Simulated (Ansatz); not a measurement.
A further run on Hg₃ (the lowest singlet isomer of a short search).

```yaml
crystal:
  periodic: [false, false, false]
  atoms:
    - {symbol: Hg, position_ang: [-1.385441, 0.298762, -1.319163]}
    - {symbol: Hg, position_ang: [0.740111, 1.495410, 0.982330]}
    - {symbol: Hg, position_ang: [0.645330, -1.794171, 0.336833]}
basis:
  gaussian: {orbitals: def2-TZVP}
hamiltonian: {xc: {name: LC-wPBE}, pseudopotentials: {relativity: none}}
scf: {omitted_lower_state_checks: [starts]}
output: {forces: true}
```

```sh
$ ansatz run in.yaml --threads 4 --pin off --events-out ev --progress --plain --max-ram 3916MiB
```

Output, abridged:

```
Functional definition: LC-wPBE
1170 factors; their error is unknown
299 factors; integrals over basis functions are off by at most 2.3e-4 eV
mean field evaluation 1: about -12532.9043 eV, gradient 4.0e0 eV
mean field evaluation 2: about -12532.9551 eV, gradient 2.9e0 eV
mean field evaluation 4: about -12532.9700 eV, gradient 2.1e-1 eV
mean field evaluation 8: about -12532.9618 eV, gradient 1.0e-2 eV
mean field -12532.96181879 eV, -460.5778516940 hartree, gradient 4.0e-5 eV, S^2 0.000000; 0 other end points of the search recorded, 0 dependent functions left out
reference -12532.96181880 eV, -460.5778516941 hartree; 30, 30 occupied and 99, 99 virtual orbitals, 1170 factors
Total energy: -12532.96181880 eV, -460.5778516941 hartree
Atom 0 at    -1.385441     0.298762    -1.319163 Å, force    -0.091220     0.019674    -0.086855 eV/Å
Atom 1 at     0.740111     1.495410     0.982330 Å, force     0.048729     0.098486     0.064681 eV/Å
Atom 2 at     0.645330    -1.794171     0.336833 Å, force     0.042491    -0.118160     0.022174 eV/Å
Dipole moment:    -0.000000     0.000001    -0.000000 e Å
Checks for a lower state left out: starts
```

It took 1.3 s on 4 threads of Arm Neoverse V2 on a shared host.

In the def2 sets Hg takes a core potential; there is no spin–orbit coupling. LC-ωPBE has ω = 0.4 bohr⁻¹.
